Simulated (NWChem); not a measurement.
WO2F2; SMILES [F][W]([F])(=[O])=[O]

def2 effective core potentials on W; no spin-orbit coupling.

### Question
Give the equilibrium geometry at PBE0/def2-SVP with def2 effective core potentials on W (NWChem) as a list of bonds and angles, with the point group.

### Answer
point group C2v; any orientation.
Bonds (Å): W1–O2 1.692, W1–O3 1.692, W1–F4 1.858, W1–F5 1.858. Angles (°): O2–W1–O3 105.8, O2–W1–F4 108.7, O2–W1–F5 108.7, O3–W1–F4 108.7, O3–W1–F5 108.7, F4–W1–F5 115.6.
